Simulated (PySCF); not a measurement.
# State search for Cs₂⁺

Unrestricted PBE0; basis Cs def2-SVPD with ECP46; scalar-relativistic core potentials; PySCF 2.14. Outer shells of the fragments: Cs+ closed shells only; Cs 6s1.

Followed along the bond (rough minima from three points):

| 2Ms+1 | unpaired | ⟨S²⟩ at the start | R at minimum (Å) | Te (eV) |
| --- | --- | --- | --- | --- |
| 2 | σ ↑ | 0.75 | 5.49 | 0.00 |
| 2 | π ↑ | 0.75 | 5.73 | 1.59 |

Solutions found at the starting distance of 4.510 Å, counted from the lowest of them; the search is not exhaustive and high or unbound solutions are not listed, so other states can lie among these:

```csv
2Ms+1,unpaired,term,E (eV),⟨S²⟩,⟨Lz²⟩
2,σ ↑,²Σ⁺,0.00,0.75,0.00
2,π ↑,²Π,1.54,0.75,1.00
2,δ ↑,²Δ,2.40,0.75,4.00
```

A term symbol is given only where ⟨S²⟩ and ⟨Lz²⟩ are close to those of a pure state; real π, δ and φ orbitals otherwise mix terms, and g/u labels are left off.

Problem. Compare the gap between the two lowest followed solutions at the starting distance with the gap between their minima.

Solution. At PBE0 the second solution (doublet, unpaired electrons π ↑) lies +1.54 eV from the first (doublet, unpaired electrons σ ↑) at 4.510 Å and +1.59 eV at the minima; the two curves relax by different amounts, since their minima lie near 5.73 and 5.49 Å.

Spin–orbit coupling is left out. Counting both spins, an empty level lies below a filled one in some of these solutions, because spin and occupation are held.
